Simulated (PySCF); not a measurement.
C2H8N, SMILES [NH2+](C)C, charge +1.

Geometry: PBE0-D3(BJ)/def2-SVP. The isomer is the one that the SMILES or the coordinates give; other isomers of the formula were not compared.

All values below come from TDA-ωB97X/def2-SVPD (PySCF 2.14.0).

Vertical excitations. Gas-phase values at a fixed geometry. State labels are in the subgroup C2v.

Computed lowest excited states:
```csv
state,symmetry,energy (eV),λ (nm),f,main pairs
S1,B1,11.08,112,0.016,HOMO→LUMO 93 %
S2,B2,11.11,112,0.024,HOMO−1→LUMO 94 %
S3,A1,11.38,109,0.008,HOMO−2→LUMO 91 %
S4,A2,11.57,107,0.000,HOMO−3→LUMO 88 %
S5,A2,12.72,97,0.000,HOMO→LUMO+1 90 %
S6,B2,12.82,97,0.219,"HOMO−1→LUMO+2 51 %, HOMO−2→LUMO+1 13 %, HOMO−1→LUMO+5 13 %, HOMO−3→LUMO+3 12 %"
S7,B1,12.84,97,0.081,"HOMO→LUMO+2 32 %, HOMO−2→LUMO+3 25 %, HOMO→LUMO+4 20 %, HOMO→LUMO+5 12 %"
S8,A1,12.88,96,0.024,HOMO−1→LUMO+1 88 %
S9,A2,12.93,96,0.000,"HOMO−1→LUMO+3 38 %, HOMO−3→LUMO+2 34 %, HOMO−1→LUMO+7 9 %, HOMO−3→LUMO+5 7 %"
S10,A1,12.96,96,0.216,"HOMO→LUMO+3 46 %, HOMO−2→LUMO+2 27 %, HOMO−2→LUMO+4 10 %"
T1,B2,10.82,115,0,HOMO−1→LUMO 89 %
T2,B1,10.83,114,0,HOMO→LUMO 88 %
T3,A1,11.08,112,0,HOMO−2→LUMO 87 %
T4,A2,11.36,109,0,HOMO−3→LUMO 80 %
```
Triplets are in the Tamm–Dancoff approximation.
